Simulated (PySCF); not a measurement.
Ligand exchange on a metal centre used in film growth or etching (Ti Cl-Br). Isolated molecules, 0 K electronic values unless said otherwise.

The numbers are results of TPSSh-D3(BJ)/def2-TZVP // BP86-D3(BJ)/def2-SVP (PySCF 2.14.0), not measurements. 

```
species                                   coordination number  mean distance from the central atom to its bonded neighbours (Å)  charge on the central atom (Mulliken) (e)  HOMO–LUMO gap (eV)   LUMO (eV)
----------------------------------------  -------------------  ----------------------------------------------------------------  -----------------------------------------  ------------------  ----------
1 of 4 Cl replaced by Br ([Ti(Cl)3(Br)])                    4                                                             2.212                                       1.06                4.22  (withheld)
2 of 4 Cl replaced by Br                                    4                                                             2.250                                       1.01          (withheld)       -4.29
3 of 4 Cl replaced by Br ([Ti(Cl)(Br)3])                    4                                                             2.288                                       0.97                3.89       -4.27
4 of 4 Cl replaced by Br ([Ti(Br)4])               (withheld)                                                        (withheld)                                 (withheld)                3.89       -4.26
```

Problem. What belongs in the gaps?

Solution. 
- 1 of 4 Cl replaced by Br ([Ti(Cl)3(Br)]), LUMO (eV): -4.30
- 2 of 4 Cl replaced by Br, HOMO–LUMO gap (eV): 4.00
- 4 of 4 Cl replaced by Br ([Ti(Br)4]), coordination number: 4
- 4 of 4 Cl replaced by Br ([Ti(Br)4]), mean distance from the central atom to its bonded neighbours (Å): 2.327
- 4 of 4 Cl replaced by Br ([Ti(Br)4]), charge on the central atom (Mulliken) (e): 0.93
